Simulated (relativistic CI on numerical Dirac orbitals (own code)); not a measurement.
# Ligand-field terms of d4

Computed with a parametric ligand-field model of a d^n configuration (Racah B and C, spin-orbit zeta, crystal field), exact diagonalisation.

Field parameters in Wybourne normalisation: D4h B²₀ = −7Ds, B⁴₀ = 21(Dq − Dt), B⁴₄ = 21√(5/14) Dq; Oh B⁴₀ = 21Dq, B⁴₄ = √(5/14) B⁴₀. The field is a parameter set, without covalency.

Task: Ground term and bands for B = 590, C = 2450, ζ = 0 cm⁻¹, Oh, 10Dq = 11450 cm⁻¹?

Result: Ground term 5E with 1.00 electrons in the two orbitals of the cubic e set. Spin-allowed: 5T2 11450 cm⁻¹ (873 nm). Lowest spin-forbidden: 3T1 3195 cm⁻¹ (3130 nm), 1T2 9978 cm⁻¹ (1002 nm), 1E 10788 cm⁻¹ (927 nm).

Task: Ground term and bands for B = 660, C = 3430, ζ = 0 cm⁻¹, D4h, 10Dq = 25100, Ds = -1170, Dt = -500 cm⁻¹?

Result: Ground term 3A2 with 0.02 electrons in the two orbitals of the cubic e set. Spin-allowed: 3E 942 cm⁻¹, 3A1 22369 cm⁻¹ (447 nm), 3E 23837 cm⁻¹ (420 nm), 3B2 24636 cm⁻¹ (406 nm). Lowest spin-forbidden: 5A1 4878 cm⁻¹ (2050 nm), 1B2 9622 cm⁻¹ (1039 nm), 1B1 10390 cm⁻¹ (962 nm).

Task: Ground term and bands for B = 700, C = 3440, ζ = 0 cm⁻¹, Oh, 10Dq = 22150 cm⁻¹?

Result: Ground term 3T1 with 0.04 electrons in the two orbitals of the cubic e set. Spin-allowed: 3E 19200 cm⁻¹ (521 nm), 3T1 20110 cm⁻¹ (497 nm), 3T2 20911 cm⁻¹ (478 nm), 3A1 21957 cm⁻¹ (455 nm). Lowest spin-forbidden: 5E 1897 cm⁻¹, 1T2 9510 cm⁻¹ (1052 nm), 1E 10450 cm⁻¹ (957 nm).

Task: Ground term and bands for B = 870, C = 3420, ζ = 0 cm⁻¹, Oh, 10Dq = 4700 cm⁻¹?

Result: Ground term 5E with 1.00 electrons in the two orbitals of the cubic e set. Spin-allowed: 5T2 4700 cm⁻¹ (2128 nm). Lowest spin-forbidden: 3T1 14724 cm⁻¹ (679 nm), 3E 17692 cm⁻¹ (565 nm), 3T1 18804 cm⁻¹ (532 nm).

Task: Ground term and bands for B = 490, C = 1980, ζ = 0 cm⁻¹, D4h, 10Dq = 17600, Ds = -1500, Dt = 750 cm⁻¹?

Result: Ground term 3A2 with 0.02 electrons in the two orbitals of the cubic e set. Spin-allowed: 3E 7854 cm⁻¹ (1273 nm), 3E 10877 cm⁻¹ (919 nm), 3A1 15977 cm⁻¹ (626 nm), 3E 16581 cm⁻¹ (603 nm). Lowest spin-forbidden: 5A1 5350 cm⁻¹ (1869 nm), 1B2 5891 cm⁻¹ (1697 nm), 1B1 6540 cm⁻¹ (1529 nm).
